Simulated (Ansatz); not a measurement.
Calculated with Ansatz (gas phase, PBE0-D4/def2-TZVP geometries, no zero-point term in ΔE). CBS: MP2 limit from def2 TZ/QZ plus the TZ coupled-cluster correction, frozen cores. This one scheme is used for every species. Functionals use def2-TZVPP. One conformer a species, not always the lowest.

Reaction (ligand exchange at the Si–S bond): `O[SiH](O)S[SiH2]Cl` + HCl → `Cl[SiH2]Cl` + `O[SiH](O)S`

CCSD(T)/CBS gives -0.26 eV.

Q: Another level gave -0.27 eV. Which?
A. HF/def2-TZVPP
B. BHLYP/def2-TZVPP
C. r2SCAN-D4/def2-TZVPP
D. PBE-D4/def2-TZVPP

A: C. r2SCAN-D4 -0.27, HF/def2-TZVPP -0.44, PBE-D4 -0.21, BHLYP -0.39 eV.

Q: What do rigid-rotor, harmonic-oscillator terms from PBE0-D4/def2-TZVP frequencies (298.15 K, 1 bar) make of the CCSD(T)/CBS value? (Estimate.)

A: Ansatz gave: ΔZPE = +0.03 eV, ΔH = -0.26 eV, ΔS = 13 J/(mol·K), ΔG = -0.31 eV. Modes under 50 cm⁻¹ make the entropy rough.

Largest T1 diagnostic among the species: 0.011.

In def2-TZVPP, CCSD(T) changes the Hartree–Fock value by +0.18 eV (the triples alone add +0.03 eV) and MP2 by +0.19 eV. Leaving LDA and LC-ωPBE aside and taking each functional with its dispersion term where it has one, the values, not all of them listed here, spread over 0.14 eV, from B2PLYP to revPBE-D4. LDA lies +0.06 eV from PBE without D4.
